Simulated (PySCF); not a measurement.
**Ionisation energy of Kr³⁵⁺ by level of theory**

Kr³⁵⁺ 1s1 (2S) → Kr³⁶⁺ (bare nucleus), as a difference of total energies. All numbers are calculated (PySCF 2.14, the spin-free X2C one-electron Hamiltonian (Gaussian nucleus), in an uncontracted even-tempered set (17 s from 50 bohr⁻², ratio 2.2; 7 p from 76 bohr⁻², ratio 2.4; 4 d from 230 bohr⁻², ratio 2.4; 3 f from 340 bohr⁻², ratio 2.4; 3 g from 520 bohr⁻², ratio 2.4)). The calculations carry no spin-orbit coupling.

```
   method  ionisation energy (eV)  difference from reference (eV)
      UHF                 17947.9                           +11.7
      LDA                 17905.2                           -31.0
      PBE                 17943.1                            +6.9
     PBE0                 17944.3                            +8.1
   r2SCAN                 17948.7                           +12.5
     TPSS                 17948.6                           +12.4
BHandHLYP                 17947.3                           +11.1
```

Reference: 17936.2 eV (theoretical estimate listed by NIST; NIST Atomic Spectra Database, ionization energies).

For one electron Hartree-Fock is exact for this Hamiltonian up to the basis; QED and nuclear recoil make up the gap, and the density functionals add self-interaction.
